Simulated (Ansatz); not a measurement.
Caution: the restricted solution is unstable towards spin-unrestricted or complex orbitals, so a lower solution exists and this singlet may not be the ground state.

B3LYP has the VWN-RPA correlation part, as in Gaussian. 

## C26 fullerene with 21 fused pentagon pairs (ring spiral 1 2 3 4 5 7 9 11 12 13 14 15) `C12=C3C4=C5C6=C7C4=C1C1=C4C8=C9C(=C47)C6=C4C9=C6C8=C1C2=C1C3=C5C4=C16` (charge 0, multiplicity 1)

Level of theory: B3LYP-D3(BJ)/def2-SVP // GFN2-xTB (Ansatz, a quantum-chemistry and plane-wave program).

The HOMO is -5.94 eV, the dipole moment is 0.00 D and the LUMO comes out as -4.45 eV. The HOMO–LUMO gap is 1.49 eV and the fall of the energy when the singlet is solved spin-unrestricted comes out as 0.206 eV. The <S²> of the broken-symmetry singlet is 1.43 and the total energy is -26924.73 eV. The cost is about 90 core-minutes (a rough figure).

Bonds (Å): C1–C2 1.429, C1–C8 1.419, C1–C21 1.503, C2–C3 1.428, C2–C23 1.428, C3–C4 1.420, C3–C7 1.502, C4–C5 1.439, C4–C24 1.451, C5–C6 1.520, C5–C15 1.382, C6–C7 1.382, C6–C14 1.439, C7–C8 1.451, C8–C9 1.439, C9–C10 1.382, C9–C20 1.520, C10–C11 1.502, C10–C14 1.451, C11–C12 1.428, C11–C19 1.420, C12–C13 1.429, C12–C17 1.428, C13–C14 1.419, C13–C15 1.503, C15–C16 1.451, C16–C17 1.419, C16–C25 1.439, C17–C18 1.503, C18–C19 1.451, C18–C26 1.382, C19–C20 1.438, C20–C21 1.382, C21–C22 1.450, C22–C23 1.420, C22–C26 1.439, C23–C24 1.503, C24–C25 1.382, C25–C26 1.520. Bond angles (°): C2–C1–C8 110.6, C2–C1–C21 107.5, C8–C1–C21 107.5, C1–C2–C3 107.8, C1–C2–C23 107.7, C3–C2–C23 107.8, C2–C3–C4 110.7, C2–C3–C7 107.5, C4–C3–C7 107.5, C3–C4–C5 108.1, C3–C4–C24 107.7, C5–C4–C24 118.5, C4–C5–C6 107.1, C4–C5–C15 120.3, C6–C5–C15 107.3, C5–C6–C7 107.4, C5–C6–C14 107.1, C7–C6–C14 120.3, C3–C7–C6 108.3, C3–C7–C8 106.4, C6–C7–C8 120.7, C1–C8–C7 107.7, C1–C8–C9 108.2, C7–C8–C9 118.5, C8–C9–C10 120.3, C8–C9–C20 107.1, C10–C9–C20 107.4, C9–C10–C11 108.3, C9–C10–C14 120.7, C11–C10–C14 106.4, C10–C11–C12 107.5, C10–C11–C19 107.5, C12–C11–C19 110.7, C11–C12–C13 107.8, C11–C12–C17 107.8, C13–C12–C17 107.7, C12–C13–C14 110.6, C12–C13–C15 107.5, C14–C13–C15 107.5, C6–C14–C10 118.5, C6–C14–C13 108.2, C10–C14–C13 107.7, C5–C15–C13 108.3, C5–C15–C16 120.7, C13–C15–C16 106.4, C15–C16–C17 107.7, C15–C16–C25 118.5, C17–C16–C25 108.1, C12–C17–C16 110.7, C12–C17–C18 107.5, C16–C17–C18 107.5, C17–C18–C19 106.4, C17–C18–C26 108.3, C19–C18–C26 120.7, C11–C19–C18 107.7, C11–C19–C20 108.1, C18–C19–C20 118.5, C9–C20–C19 107.1, C9–C20–C21 107.3, C19–C20–C21 120.3, C1–C21–C20 108.3, C1–C21–C22 106.4, C20–C21–C22 120.7, C21–C22–C23 107.7, C21–C22–C26 118.5, C23–C22–C26 108.1, C2–C23–C22 110.7, C2–C23–C24 107.5, C22–C23–C24 107.5, C4–C24–C23 106.4, C4–C24–C25 120.7, C23–C24–C25 108.3, C16–C25–C24 120.3, C16–C25–C26 107.1, C24–C25–C26 107.4, C18–C26–C22 120.3, C18–C26–C25 107.4, C22–C26–C25 107.1.
